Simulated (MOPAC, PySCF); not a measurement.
C₂H₆FGa, SMILES `[CH3][Ga]([CH3])[F]`, neutral singlet in the gas phase. 

Cartesian coordinates (Å):
```xyz
10

C      1.8282    -0.2024    -0.0270
Ga    -0.0124     0.4825     0.0660
C     -1.8146    -0.2951    -0.0458
F     -0.0596     2.2526     0.3018
H      1.8640    -1.2909    -0.0076
H      2.4066     0.1938     0.8084
H      2.2957     0.1483    -0.9491
H     -1.7909    -1.3802    -0.1384
H     -2.3822    -0.0233     0.8454
H     -2.3349     0.1240    -0.9088
```
Charge 0, spin multiplicity 1.

All levels are single points at this geometry (B3LYP-D3(BJ)/def2-TZVP); Pople sets use spherical d functions. Orbital energies aren't observables, and empty levels follow the basis.

B3LYP/LANL2DZ in PySCF gives gap (eV) = 7.02.

Task: Estimate the gap (eV) from each of these levels: B3LYP-D3(BJ)/def2-TZVP in PySCF; PBE-D3(BJ)/def2-TZVP in PySCF; B3LYP/3-21G in PySCF; B3LYP/6-311+G** (LANL2DZ on Ga) in PySCF; B3LYP/6-31G* in PySCF; BP86/6-31G* in PySCF; M06-2X/6-31G* in PySCF; PBE/6-31G* in PySCF; SVWN5/6-31G* in PySCF; HF/STO-3G in PySCF; AM1 in MOPAC; PM3 in MOPAC.

Result: 
| level | gap (eV) |
|---|---|
| B3LYP-D3(BJ)/def2-TZVP in PySCF | 6.82 |
| PBE-D3(BJ)/def2-TZVP in PySCF | 5.25 |
| B3LYP/3-21G in PySCF | 6.79 |
| B3LYP/6-311+G** (LANL2DZ on Ga) in PySCF | 6.96 |
| B3LYP/6-31G* in PySCF | 6.75 |
| BP86/6-31G* in PySCF | 5.18 |
| M06-2X/6-31G* in PySCF | 8.93 |
| PBE/6-31G* in PySCF | 5.16 |
| SVWN5/6-31G* in PySCF | 5.07 |
| HF/STO-3G in PySCF | 12.55 |
| AM1 in MOPAC | 9.12 |
| PM3 in MOPAC | 7.53 |
